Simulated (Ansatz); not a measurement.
Cost and result for the atomization energy of CH$_{4}$ClFGeOSe, SMILES `C[O][Ge]([F])([Cl])[SeH]` (10 atoms, 9 bonds).

Z-matrix (Å, degrees):
```
C
O 1 1.421
H 1 1.094 2 111.6
H 1 1.091 2 107.0 3 119.1
H 1 1.094 2 111.4 3 -122.2
Ge 2 1.747 1 119.8 3 59.4
Cl 6 2.131 2 112.0 1 61.0
F 6 1.729 2 106.3 1 -52.6
Se 6 2.309 2 110.3 1 -175.1
H 9 1.471 6 89.8 2 41.8
```

Charge 0, multiplicity 1. Correlated methods include outer-core shells of Ge, Se, which these sets cover unevenly. Scalar relativity is left out up to krypton. The structure was optimised at the PBE0-D4/def2-TZVP level. It is one conformer, not always the lowest. Program: Ansatz. All runs use 2 threads of an AMD EPYC 7R13 on a shared host and a share of an NVIDIA H100 80 GB. Times are those of one run each, without the atoms' runs, and a repeat can differ threefold. Electronic energies, without spin–orbit coupling; frozen cores. CCSD(T)/CBS adds CCSD(T) − MP2 in def2-TZVPP to the MP2 limit, and its time is that of the two runs behind it. T1 = 0.011. With those shells the extrapolation isn't a true limit. B3LYP takes the VWN-RPA correlation (the form of Gaussian; ORCA's B3LYP/G).

CCSD(T)/CBS is a level of theory with its own doubt, some kJ/mol a heavy atom from the limit and from the frozen cores, so smaller differences don't rank the functionals.

```csv
level,functions,wall time,atomization (kcal/mol),difference from CCSD(T)/CBS,per bond
PBE-D4/def2-TZVPP (with forces),287,2.6 s,839.5,13.2,1.5
r2SCAN-D4/def2-TZVPP (with forces),287,2.8 s,827.3,1.0,0.1
PBE0-D4/def2-TZVPP,287,3.1 s,818.8,-7.5,-0.8
B3LYP-D4/def2-TZVPP (with forces),287,4.9 s,814.2,-12.1,-1.3
B2PLYP/def2-TZVPP,287,5.5 s,809.2,-17.1,-1.9
ωB97X-V/def2-TZVPP,287,7 s,826.3,0.0,0.0
MP2/def2-QZVPP,539,7 s,839.7,13.4,1.5
ωB97M-V/def2-TZVPP (with forces),287,9 s,819.7,-6.6,-0.7
CCSD(T)/def2-TZVPP,287,13 s,803.7,-22.6,-2.5
CCSD(T)/CBS(def2),–,20 s,826.3,0.0,0.0
```

The D4 term adds +11.1 kcal/mol with B3LYP and +5.9 kcal/mol with PBE0; it sums over pairs of atoms, weighted by their polarisabilities, and B3LYP, whose exchange is more repulsive, gets the larger term. From PBE to PBE0 (25 % exact exchange), in def2-TZVPP and without D4, the atomization energy moves by −19.7 kcal/mol: exact exchange takes away binding that semilocal exchange gives to molecules. In def2-TZVPP, CCSD(T) changes the Hartree–Fock value by +232.4 kcal/mol (the triples alone add +16.5 kcal/mol) and MP2 by +255.1 kcal/mol; breaking electron pairs costs correlation energy, which Hartree–Fock lacks.
